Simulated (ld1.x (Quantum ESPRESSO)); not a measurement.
Transferability test, PAW potential for magnesium (Mg)

```json
{
 "Element": "Mg",
 "Generator": "ld1.x (Quantum ESPRESSO) 7.5",
 "Type": "PAW",
 "Functional": "LDA (PZ)",
 "Relativity": "non-relativistic",
 "Frozen core": "[He]",
 "Valence charge": "10",
 "Reference configuration": "2s2 2p6 3s1.5 3p0.5",
 "Partial waves": "2s (bound): rcut 1.00, rcutus 1.10 bohr; 3s (bound): rcut 1.00, rcutus 1.10 bohr; 2p (bound): rcut 1.05, rcutus 1.10 bohr; 3p (bound): rcut 1.05, rcutus 1.10 bohr; 3d channel at 0.15 Ry: rcut 0.80, rcutus 1.15 bohr; 3d channel at 0.5 Ry: rcut 0.80, rcutus 1.15 bohr",
 "Local potential": "all-electron potential smoothed inside 1.10 bohr (lloc = -1)",
 "Core correction": "Bessel-smoothed model core inside 0.75 bohr",
 "Augmentation charge": "BESSEL, radius 0.60 bohr"
}
```

Energies are relative to the spin-unpolarised reference configuration 2s2 2p6 3s1.5 3p0.5; without spin polarisation the order of configurations can differ from experiment. Spin-polarised rows fill each open shell by Hund’s rule, majority spin first. The frozen-core shift is the all-electron ΔE with the core orbitals held at their reference shape minus the fully relaxed ΔE.

```tsv
valence configuration	charge	ΔE all-electron (eV)	error AE − PS (meV)	frozen-core shift (meV)
2s2 2p6 3s2 3p0	0	-1.724	0.0	0.0
2s2 2p6 3s1 3p0	+1	6.337	+0.1	0.0
2s2 2p6 3s0 3p0	+2	21.361	0.0	0.0
2s2 2p6 3s1 3p1	0	1.783	0.0	0.0
2s1 2p6 3s2 3p0	+1	88.878	+19	+1.1
2s2 2p6 3s1.5 3p0	+0.5	1.463	0.0	0.0
2s2 2p6 3s1.5 3p0.5 (spin-polarised)	0	-0.147	0.0	0.0
```

(1) What are ΔE and the potential's error for 2s2 2p6 3s1 3p0 (spin-polarised)?

(2) What are ΔE and the potential's error for 2s2 2p5 3s2 3p0?

Answers

(1) ΔE = 6.017 eV all-electron; the error (AE − PS) is 0.0 meV.

(2) ΔE = 56.965 eV all-electron; the error (AE − PS) is +65 meV.
